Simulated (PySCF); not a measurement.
Gas-phase reaction: 2 GeS + H2SO4 ⇌ Ge2O2 + SO2 + H2S2, at 1600 K and a standard pressure of 1 bar. Level: PBE/def2-SVP.

Method: PySCF energies plus ideal-gas RRHO corrections (1 bar). All species are closed-shell singlets. Ge: all electrons, no relativistic terms. No R ln 2 is added for the mirror-image form of H2SO4, H2S2. Ge2O2: computed as isolated molecules; such fragments, hydroxides, amides, oligomers or adducts are transient or little studied in the gas. The harmonic model lacks anharmonicity and excited electronic states, which grow with temperature; levels with a mode under 35 cm⁻¹ are left out. Internal rotation in H2SO4, H2S2 is treated as a harmonic vibration of one conformer, which makes the entropy rough.

```csv
species,E (Ha),H(1600 K) − E (kJ/mol),S°(1600 K) (J/mol/K)
GeS,-2474.36204,60.1,296.7
H2SO4,-699.39750,280.2,503.6
Ge2O2,-4303.12482,134.4,432.9
SO2,-548.04270,95.8,333.9
H2S2,-796.98033,145.4,360.1
```
E: electronic energy; H − E holds the zero-point and thermal terms. 1 Ha = 2625.5 kJ/mol.

Question: Work out ΔH°, ΔS°, ΔG° and log10 K from these numbers.

Answer: 1. ΔE = 1×(-4303.12482) + 1×(-548.04270) + 1×(-796.98033) − 2×(-2474.36204) − 1×(-699.39750) = -0.02627 Ha = -69.0 kJ.
2. Δ(H − E) = 1×(134.4) + 1×(95.8) + 1×(145.4) − 2×(60.1) − 1×(280.2) = -24.8 kJ, so ΔH° = -93.8 kJ.
3. ΔS° = 1×(432.9) + 1×(333.9) + 1×(360.1) − 2×(296.7) − 1×(503.6) = 29.9 J/K; the number of gas molecules stays the same.
4. ΔG° = ΔH° − TΔS° = -93.8 − 1600×(29.9)/1000 = -141.6 kJ.
5. log10 K = −ΔG°/(RT ln 10) = 4.62, with RT ln 10 = 30.63 kJ/mol; at standard pressures the products are favoured.
6. A shift of 10 kJ in ΔE would move log10 K by 0.33 here.
For scale, ΔH°(298 K) is -92 kJ at this level, -73 kJ at ωB97M-V/def2-TZVP†, and runs from -96 to -21 kJ over the 20 levels computed († marks an energy on the PBE0/def2-TZVP geometry).
